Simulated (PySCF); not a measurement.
A species of formula C7H12Ge has this rotational fingerprint, computed with PBE0-D3(BJ)/def2-SVP geometry optimisation, gas phase (PySCF):

```
Rotational constants : A = 2571, B = 1024, C = 777.0 MHz
Dipole components    : |μa| = 0.01 D, |μb| = 0.27 D, |μc| = 0.07 D
Inertial defect      : -39.70 u·Å²
κ                    : -0.72
```

Question: Which candidate fits, each taken in the one conformer that was computed?
A. `[CH:1]1=[CH:2][C@@H:3]([CH:4]2[CH2:5][CH2:6]2)[GeH2:7][CH2:8]1` with C2–C3–C4–C5 -154°
B. `[CH3:1][CH2:2][CH2:3][C:4]1=[CH:5][CH:6]=[CH:7][GeH2:8]1` with C1–C2–C3–C4 180°, C2–C3–C4–C5 126°
C. `[CH:1]1=[C:2]([CH:3]2[CH2:4][CH2:5]2)[CH2:6][GeH2:7][CH2:8]1` with C1–C2–C3–C4 22°
D. `[CH:1]1=[CH:2][CH2:3][GeH:4]([CH:5]2[CH2:6][CH2:7]2)[CH2:8]1` with C3–Ge4–C5–C6 -94°

Answer: A. It is C1=C[C@@H](C2CC2)[GeH2][CH2]1, an asymmetric top, point group C1. The candidates at the same level (rigid rotor, commonest isotopes):

```tsv
SMILES	A (MHz)	B (MHz)	C (MHz)	μa (D)	μb (D)	μc (D)	Δ (u·Å²)	point group	rotor
CCC[C]1=CC=[CH][GeH2]1	2807	826.6	669.1	0.50	0.25	0.01	-36.07	C1	asymmetric top
C1=C[CH2][GeH]([CH]2CC2)[CH2]1	3659	966.6	861.9	0.44	0.00	0.46	-74.61	near Cs	near-prolate asymmetric top
C1=C[C@@H](C2CC2)[GeH2][CH2]1	2571	1024	777.0	0.01	0.27	0.07	-39.70	C1	asymmetric top
C1=C(C2CC2)[CH2][GeH2][CH2]1	3881	725.8	648.7	0.53	0.05	0.08	-47.55	C1	near-prolate asymmetric top
```

`C1=C(C2CC2)[CH2][GeH2][CH2]1` has A 51 % too high; `CCC[C]1=CC=[CH][GeH2]1` has B 19 % too low; `C1=C[CH2][GeH]([CH]2CC2)[CH2]1` has A 42 % too high. No structure here is proved a minimum.
